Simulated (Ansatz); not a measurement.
Molecule: CH7Si2, charge 0, multiplicity 2. It need not be the lowest isomer of its formula. SMILES: C[SiH2][SiH2]
Structure (B3LYP-D3(BJ)/def2-TZVP (Ansatz, an electronic-structure program) minimum search):
```
Si
H 1 1.4848
H 1 1.4848 2 107.96
C 1 1.8844 2 109.86 3 119.80
H 4 1.0910 1 110.82 2 60.65
H 4 1.0910 5 108.15 1 -121.66
H 4 1.0923 5 108.29 6 -117.14
Si 1 2.3348 2 107.70 3 -116.03
H 8 1.4871 1 114.40 2 174.81
H 8 1.4871 9 108.89 1 -129.39
```
Charge 0, spin multiplicity 2.

Wanted: atomisation energy (electronic, to ground-state atoms), in kcal/mol. Cores are frozen in the correlated levels unless marked. UHF or UKS for open shells. Spin-orbit coupling is left out. No relativistic terms. The coupled-cluster limit lacks core correlation, which all-electron functionals hold. CBS(X,Y): correlation extrapolated as X^-3; Hartree-Fock from the larger set.

```json
[
 {"level": "B97M-V/def2-TZVPD", "program": "Ansatz", "atomisation energy (kcal/mol)": "___"},
 {"level": "PBE0/def2-QZVPP", "program": "Ansatz", "atomisation energy (kcal/mol)": "___"},
 {"level": "SCS-MP2/6-31G", "program": "Ansatz", "atomisation energy (kcal/mol)": "607.4"},
 {"level": "CCSD/def2-QZVPP", "program": "Ansatz", "atomisation energy (kcal/mol)": "733.2"},
 {"level": "CCSD/def2-QZVPPD", "program": "Ansatz", "atomisation energy (kcal/mol)": "733.4"},
 {"level": "CCSD(T)/CBS(aug-cc-pV(T+d)Z,aug-cc-pV(Q+d)Z)", "program": "Ansatz", "atomisation energy (kcal/mol)": "___"}
]
```

**Question.** Complete the blanks.

**Answer.** 
- B97M-V/def2-TZVPD, atomisation energy (kcal/mol): 750.4
- PBE0/def2-QZVPP, atomisation energy (kcal/mol): 740.0
- CCSD(T)/CBS(aug-cc-pV(T+d)Z,aug-cc-pV(Q+d)Z), atomisation energy (kcal/mol): 746.7
